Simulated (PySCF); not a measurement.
C3H9Tl.
Bonds: C1–Tl2, Tl2–C3, Tl2–C4. Hydrogens: H5, H6, H7 on C1; H8, H9, H10 on C3; H11, H12, H13 on C4.

Computed with PBE0-D3(BJ)/def2-SVP geometry optimisation, gas phase, def2 core potentials past Kr (PySCF 2.14.0).

(1) How far are the bound atoms from Tl2?

(2) List the angles at Tl2.

(3) What is the shape at Tl2?

(4) What are the other bond lengths?

Results:

(1) 3 atoms: C3 2.225 Å, C4 2.227 Å, C1 2.227 Å. The nearest atom not counted as bound is H12, at 2.78 Å (others tie with it).

(2) 
```
    angle  degrees  distance of the outer atoms (Å)
C1–Tl2–C3    120.5                             3.87
C3–Tl2–C4    120.4                             3.86
C1–Tl2–C4    119.1                             3.84
```

(3) Planar: angles 120.5°, 120.4° and 119.1°, sum 360.0°, 0.01 Å off the plane of its three neighbours.

(4) C1–H5 and 8 like bonds 1.099 Å.

Charge 0, singlet. Not checked by PBE0-D3(BJ)/def2-SVP frequencies.

On 4 threads, Intel Xeon Platinum 8559C (x86_64), no GPU (shared host), this took 11 s wall, 78 s CPU and 0.57 GiB of memory at its peak. These figures are those of the optimisation.
